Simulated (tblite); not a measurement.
Species: C₅H₁₁F₃NP.
Cartesian coordinates in Å at the GFN2-xTB level; atoms count from 1:
```xyz
21
C5H11F3NP angstrom
C      2.9204   -0.4564   -0.2692
N      1.5139   -0.1800   -0.5271
P      0.3911   -0.2587    0.7200
C     -1.1566   -0.1512   -0.3271
C     -1.2685   -1.4495   -1.1206
C     -2.3877    0.0536    0.5505
C      0.4103    1.5930    1.2675
F      0.1890    2.4362    0.2359
F     -0.4424    1.9396    2.2366
F      1.6475    1.8797    1.7183
H      3.4647    0.4097    0.1171
H      2.9868   -1.2593    0.4631
H      3.3926   -0.7841   -1.1962
H      1.3853    0.5737   -1.1980
H     -1.0524    0.6912   -1.0234
H     -1.3917   -2.2940   -0.4452
H     -0.3757   -1.6148   -1.7192
H     -2.1306   -1.4117   -1.7836
H     -2.3625    1.0127    1.0616
H     -2.4546   -0.7336    1.2995
H     -3.2877    0.0210   -0.0609
```

Calculated harmonic vibrations of the isolated species, GFN2-xTB (tblite), most abundant isotopes, no scaling. Errors from tens to a few hundred cm⁻¹ against measured bands are possible. One conformer, not necessarily the lowest.

Harmonic wavenumbers (cm⁻¹): 27.9, 57.1, 80.7, 123.0, 138.4, 150.1, 179.4, 193.5, 212.0, 231.3, 254.9, 280.0, 325.7, 349.9, 402.0, 433.2, 466.1, 482.2, 555.6, 647.7, 677.7, 806.5, 931.6, 941.0, 983.3, 1018.4, 1041.8, 1043.7, 1071.9, 1093.9, 1103.1, 1118.2, 1136.5, 1168.9, 1241.5, 1284.2, 1311.7, 1406.7, 1417.1, 1422.5, 1475.8, 1485.8, 1489.3, 1492.6, 1496.4, 1503.0, 2888.0, 2950.4, 2995.7, 3021.0, 3024.1, 3025.2, 3025.9, 3030.7, 3037.4, 3050.4, 3309.3.

A = 1272, B = 1064, C = 683.7 MHz; mass 173.058 u (most abundant isotopes); point group C1, symmetry number 1.

Question: What is the zero-point energy?

Answer: Half the sum of the wavenumbers: 35056 cm⁻¹ = 419.36 kJ/mol.

Question: Give the ideal-gas entropy at 400 K and 1 bar in the rigid-rotor, harmonic-oscillator model (classical rotation).

Answer: Translation 179.24, rotation 130.15, vibration 234.64: S = 544.0 J/(mol K).

Question: And Cp and H(400 K) − H(0)?

Answer: Cp = 242.82 J/(mol K), of which vibrations give 209.56 (their classical limit is 57 R = 473.9); H(400 K) − H(0) = 59.88 kJ/mol without the zero-point energy, 46.58 from vibrations.

Question: How do the functions run with temperature in this model?

Answer: 
| T (K) | S (J/(mol K)) | Cp (J/(mol K)) | H − H(0) (kJ/mol) | G − H(0) (kJ/mol) | ln q(vib) |
| --- | --- | --- | --- | --- | --- |
| 50 | 261.9 | 65.1 | 2.34 | -10.76 | 0.99 |
| 100 | 319.2 | 103.2 | 6.58 | -25.34 | 2.81 |
| 298.15 | 479.1 | 200.2 | 37.28 | -105.57 | 10.55 |
| 373.15 | 527.5 | 232.0 | 53.50 | -143.35 | 13.27 |
| 500 | 602.2 | 279.1 | 86.03 | -215.09 | 17.63 |
| 750 | 728.9 | 345.1 | 164.68 | -381.99 | 25.53 |
| 1000 | 834.5 | 388.4 | 256.72 | -577.78 | 32.62 |

q(vib) and H(0) count from the zero-point level.

Question: Blend soft modes into free rotors: weight 1/[1 + (100 cm⁻¹/ν̃)⁴] for the oscillator and the rest for a rotor with moment μB/(μ + B), μ = h/(8π²ν), B = 10⁻⁴⁴ kg m². What vibrational entropy results?

Answer: 215.19 J/(mol K) in place of 234.64, which changes −T·S at 400 K by +7.78 kJ/mol.

Hindered rotation and anharmonicity are outside this model. Other conformers, if any are populated, would add a mixing term that is left out. The structure is chiral; the term R ln 2 for an equal mix with its mirror image is left out.
